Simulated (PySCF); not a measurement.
## Vertical excitation energies

Species: C3H9ClSi2.
InChI=1S/C3H9ClSi2/c4-3-6-2-1-5/h1-2H,3,6H2,5H3/b2-1+

Method: TDDFT B3LYP/def2-SVPD, vertical, gas phase, core orbitals frozen in the response in PySCF. Geometry: GFN2-xTB, one conformer, isolated molecule. Torsions of this conformer, `[SiH3:1]/[CH:2]=[CH:3]/[SiH2:4][CH2:5][Cl:6]`: C2–C3–Si4–C5 7°, C3–Si4–C5–Cl6 -68°.

| state | λ (nm) | E (eV) | f | \|μ\| (D) | main configurations (H = HOMO, L = LUMO) |
| --- | --- | --- | --- | --- | --- |
| S1 | 219.7 | 5.64 | 0.0017 | 0.28 | H→L (51%), H-2→L (22%), H-1→L (19%) |
| S2 | 205.0 | 6.05 | 0.0016 | 0.26 | H-2→L (61%), H→L (15%), H-1→L (14%) |
| S3 | 192.6 | 6.44 | 0.140 | 2.39 | H-3→L (33%), H-1→L (29%), H→L (17%) |
| S4 | 190.6 | 6.50 | 0.013 | 0.71 | H→L+1 (57%), H-3→L (17%), H-1→L+1 (14%) |
| S5 | 185.3 | 6.69 | 0.345 | 3.69 | H-3→L (35%), H-1→L (32%), H→L (12%) |
| S6 | 182.3 | 6.80 | 0.0073 | 0.53 | H-1→L+1 (52%), H→L+1 (19%), H-2→L+1 (13%) |
| S7 | 178.9 | 6.93 | 0.010 | 0.63 | H→L+2 (64%), H-2→L+1 (19%) |
| S8 | 177.0 | 7.00 | 0.0085 | 0.56 | H-2→L+1 (41%), H-1→L+1 (28%), H→L+2 (16%) |

Triplets, Tamm–Dancoff:

| state | E (eV) | λ (nm) | main configurations (H = HOMO, L = LUMO) |
| --- | --- | --- | --- |
| T1 | 4.16 | 297.9 | H-1→L (46%), H→L (46%) |
| T2 | 5.16 | 240.4 | H-2→L (45%), H→L (20%), H-3→L (18%) |
| T3 | 5.89 | 210.6 | H→L+1 (36%), H-1→L+1 (18%), H-1→L (10%) |

The lowest singlet comes at 220 nm (545 kJ/mol) in the ultraviolet; it is very weak; its leading configuration is HOMO→LUMO (51%). The strongest level in the table is S5 at 6.69 eV (185 nm, f = 0.345). Löwdin shares by element: HOMO carbon 46%, chlorine 33% (atoms not listed hold the other 21%); LUMO carbon 65% or more, silicon 17% (atoms not listed hold the other 17%). Orbital energies (eV): HOMO-3 -8.50, HOMO-2 -8.15, HOMO-1 -7.89, HOMO -7.71, LUMO -1.11, LUMO+1 -0.16, LUMO+2 0.11. The listed states span 1.36 eV, and the widest gap between neighbours is 0.40 eV (S1 to S2). The oscillator strengths of these states sum to 0.526; summed over the whole spectrum of an exact calculation they would give the number of electrons, 72 (Thomas–Reiche–Kuhn). Singlets were solved by full linear response, triplets in the Tamm–Dancoff approximation.

The run took 28 s wall on one thread, x86-64 server, no GPU, shared host.
